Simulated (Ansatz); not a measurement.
Start from `[SH][SbH2]` and change one atom or group to get `[F][SbH][SH]`.

Ansatz, PBE0-D4/def2-TZVP geometries, multiplicity 1. Each molecule was computed in one conformer, which needn't be the lowest.

Elements past krypton have def2 core potentials.

| property | `[SH][SbH2]` |
| --- | --- |
| size of the dipole moment (PBE/def2-TZVPP) / D | 1.56 |
| LUMO energy (PBE/def2-TZVPP) / eV | -1.98 |
| ideal-gas entropy at 298 K and 1 bar (rigid rotor, harmonic PBE0-D4/def2-TZVP) / J/(mol·K) | 293 |
| HOMO–LUMO gap (ωB97M-V/def2-TZVPP) / eV | 9.98 |
| HOMO energy (PBE/def2-TZVPP) / eV | -6.06 |
| HOMO–LUMO gap (PBE0/def2-TZVPP) / eV | 6.07 |

Q: What does the change do to each property? (Estimate.)

A: The calculation gave: 
| property | `[F][SbH][SH]` | shift |
| --- | --- | --- |
| size of the dipole moment (PBE/def2-TZVPP) / D | 2.11 | 0.55 |
| LUMO energy (PBE/def2-TZVPP) / eV | -2.20 | -0.22 |
| ideal-gas entropy at 298 K and 1 bar (rigid rotor, harmonic PBE0-D4/def2-TZVP) / J/(mol·K) | 312 | 19 |
| HOMO–LUMO gap (ωB97M-V/def2-TZVPP) / eV | 10.40 | 0.42 |
| HOMO energy (PBE/def2-TZVPP) / eV | -6.63 | -0.57 |
| HOMO–LUMO gap (PBE0/def2-TZVPP) / eV | 6.43 | 0.36 |

With PBE0 the HOMO falls by 0.58 eV and the LUMO falls by 0.22 eV, so the gap widens by about 0.36 eV. PBE moves the HOMO by -0.57 eV and ωB97M-V by -0.59 eV. Dipoles are sizes alone; their direction can turn.

Spin–orbit coupling is left out; it splits and shifts lone-pair levels of the heavy atoms by tenths of an eV.
